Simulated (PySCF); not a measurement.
Radial density of F⁺ (fluorine, charge +1)

UHF, [He] 2s2 2p4, high-spin 3P determinant. Computed with PySCF 2.14 in aug-cc-pVQZ (6s5p4d3f2g, 80 functions), with the non-relativistic Hamiltonian (point nucleus).

```
r (bohr)  4πr²ρ (e/bohr)  4πr²(ρα − ρβ)
 0.00279         0.04193         0.0000
 0.00469          0.1145         0.0000
 0.00790          0.3060         0.0000
  0.0133          0.7855         0.0001
  0.0223           1.890         0.0006
  0.0376           4.072         0.0026
  0.0632           7.304         0.0128
   0.106           9.692         0.0610
   0.179           8.003         0.2524
   0.301           4.323         0.8448
   0.506           4.986         1.7872
   0.851           5.637         1.8380
    1.43           2.191         0.6570
    2.41          0.1918         0.0481
    4.05        0.002605         0.0005
```
